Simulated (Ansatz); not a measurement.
Gas-phase reaction R1 → P1 + P2, each structure at its B3LYP-D3(BJ)/def2-TZVP stationary point, reached from a drawn start (curvature not checked).
R1, F3Ta (SMILES [F][Ta]([F])[F]) (charge 0, multiplicity 3):
```xyz
4

Ta     0.1268    -0.0314    -0.0007
F      1.9996     0.0303    -0.0127
F     -1.0293     1.4767     0.0013
F     -1.0970    -1.4756     0.0122
```
P1, F2Ta (SMILES [F][Ta][F]) (charge 0, multiplicity 4):
```xyz
3

Ta     0.000     0.000    -0.003
F      1.892    -0.004     0.012
F     -1.892     0.004    -0.008
```
P2: F atom, charge 0, multiplicity 2.

P less R. No zero-point or thermal terms; open shells are unrestricted; no spin–orbit coupling. The spin states of the d-block species are the ones drawn and need not be the lowest.

Frozen-core correlation throughout.

Programs: Ansatz (Gaussian orbitals). Each number belongs to the level named beside it. Elements past Kr take the def2 small-core potentials, without spin–orbit coupling.

Total energies in hartree:

```json
[
 {"structure": "R1", "PBE/def2-TZVPP": "-356.593727", "PBE0/def2-TZVPP": "-356.541906", "CCSD(T)/def2-QZVPP": "-356.027033"},
 {"structure": "P1", "PBE/def2-TZVPP": "-256.695863", "PBE0/def2-TZVPP": "-256.651225", "CCSD(T)/def2-QZVPP": "-256.158070"},
 {"structure": "P2", "PBE/def2-TZVPP": "-99.669123", "PBE0/def2-TZVPP": "-99.676173", "CCSD(T)/def2-QZVPP": "-99.651180"}
]
```

Work out the reaction energy at each level in kcal/mol (1 hartree = 627.50947 kcal/mol), and say how far PBE/def2-TZVPP lies from CCSD(T)/def2-QZVPP.


- PBE/def2-TZVPP: (-256.695863) + (-99.669123) − (-356.593727) = 0.228741 hartree = 143.54 kcal/mol
- PBE0/def2-TZVPP: (-256.651225) + (-99.676173) − (-356.541906) = 0.214508 hartree = 134.61 kcal/mol
- CCSD(T)/def2-QZVPP: (-256.158070) + (-99.651180) − (-356.027033) = 0.217783 hartree = 136.66 kcal/mol
PBE/def2-TZVPP less CCSD(T)/def2-QZVPP: 6.88 kcal/mol. CCSD(T)/def2-QZVPP is the level counted from, the highest shown, and no exact or measured value.

Ansatz is a first-principles code.
